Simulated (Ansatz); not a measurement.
`C[CH]1[SiH2][Zn]1`. Charge 0, multiplicity 1. For Zn the d shell is correlated and the shells below it are frozen. Scalar relativity is left out up to krypton.

Z-matrix (Å, degrees):
```
C
C 1 1.504
H 1 1.100 2 111.5
H 1 1.092 2 111.7 3 120.0
H 1 1.095 2 111.7 3 -119.3
Si 2 1.944 1 119.8 3 -61.1
Zn 2 2.028 1 145.7 3 -162.8
H 2 1.102 1 111.1 3 65.2
H 6 1.496 2 107.9 1 -52.3
H 6 1.502 2 119.0 1 67.3
```

(1) Give the diagnostics of a CCSD(T)/def2-TZVPP run (frozen core, Ansatz 0.2.0). (An estimate is asked.)

Results:

(1) The calculation gave: T1 = 0.0190, largest single amplitude 0.062, largest double 0.079, (T) share of the correlation energy 4.0 %, 13 CCSD cycles. The RHF solution is unstable towards an unrestricted one. T1 lies under the customary mark of 0.02 for closed shells.
